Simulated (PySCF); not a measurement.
## A small calculation by hand: dipole moment from atomic charges

MoO2FCl, SMILES [O]=[Mo](=[O])([F])[Cl], multiplicity 1. Atoms are numbered in the order given.

```xyz
5

Mo     0.0449     0.2797     0.0000
O      0.9150     0.7729    -1.3414
O      0.9150     0.7729     1.3414
F     -1.6236     1.0701     0.0000
Cl    -0.1124    -1.9850     0.0000
```

Coordinates come from a B3LYP-D3(BJ)/def2-SVP optimisation. The spin state was assumed, not searched. The structure was generated by enumeration; whether it is a known compound was not checked. The def2 effective core potentials stand for the cores of Mo; spin–orbit coupling is left out.

Charges (e) from PBE/def2-TZVP in PySCF:

```json
[
 {"atom": "Mo1", "ESP fit": "0.943", "Mulliken": "1.581"},
 {"atom": "O2", "ESP fit": "-0.298", "Mulliken": "-0.448"},
 {"atom": "O3", "ESP fit": "-0.298", "Mulliken": "-0.448"},
 {"atom": "F4", "ESP fit": "-0.208", "Mulliken": "-0.392"},
 {"atom": "Cl5", "ESP fit": "-0.138", "Mulliken": "-0.293"}
]
```

The dipole moment of the full density is 1.04 D.

Task: What dipole moment does each set of point charges give, and which comes closer to that of the density?

Result: 
μ = Σ q r, and 1 e Å = 4.8032 D.
ESP fit: Σ q r = (-0.150, -0.146, 0.000) e Å, |μ| = 1.00 D.
Mulliken: Σ q r = (-0.079, -0.088, 0.000) e Å, |μ| = 0.57 D.
ESP fit comes closer in size. Point charges leave out the atoms' own dipoles (lone pairs, polarised bonds); fits to the potential absorb them, partitions of the density don't.
